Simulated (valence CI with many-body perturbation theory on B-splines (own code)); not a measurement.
## Ta68+: fill in the table

Calculated by relativistic CI+MBPT: three valence electrons over a frozen Dirac-Fock core [He], a basis of 11 s, 11 p, 9 d, 7 f, 5 g, 2 h, 1 i functions for each j, with the one-electron correlation potential Σ1, the two-electron term Σ2, the three-electron term Σ3, Breit, model QED; selected CI, second order for the rest (own B-spline code, finite nucleus).

No measured spectrum was set against this ion. As an estimate, large intervals hold to a few tenths of a per cent, small ones and those within an open d or f shell to about a per cent.

```
                     Level  E (× 10³ cm⁻¹)
        (2s^2 2p1/2) J=1/2            0.00
        (2s 2p1/2^2) J=1/2          2136.7
        (2s^2 2p3/2) J=3/2               ?
(2s 2p1/2 2p3/2) J=3/2 [a]           12592
    (2s 2p1/2 2p3/2) J=5/2           12918
    (2s 2p1/2 2p3/2) J=1/2               ?
(2s 2p1/2 2p3/2) J=3/2 [b]           13510
     (2p1/2^2 2p3/2) J=3/2               ?
        (2s 2p3/2^2) J=5/2           23824
        (2s 2p3/2^2) J=1/2           24692
        (2s 2p3/2^2) J=3/2           24697
     (2p1/2 2p3/2^2) J=3/2               ?
     (2p1/2 2p3/2^2) J=5/2               ?
     (2p1/2 2p3/2^2) J=1/2           27065
           (2p3/2^3) J=3/2           37857
           (2s^2 3s) J=1/2           83046
        (2s^2 3p1/2) J=1/2           83755
   (2s 2p1/2 3s) J=1/2 [a]               ?
       (2s 2p1/2 3s) J=3/2           84698
   (2s 2p1/2 3s) J=1/2 [b]           84944
```

Levels are named by their leading jj configuration (3d3/2^4 stands for four electrons in 3d with j = 3/2), which in mixed levels can hold well under half, so a name can repeat and another be missing. Letters in brackets count levels of one name in rising energy.

Q: The levels stand in rising order. What does the calculation give for the missing energies?

A: (2s^2 2p3/2) J=3/2 11088; (2s 2p1/2 2p3/2) J=1/2 13494; (2p1/2^2 2p3/2) J=3/2 15729; (2p1/2 2p3/2^2) J=3/2 26424; (2p1/2 2p3/2^2) J=5/2 26607; (2s 2p1/2 3s) J=1/2 [a] 84475.
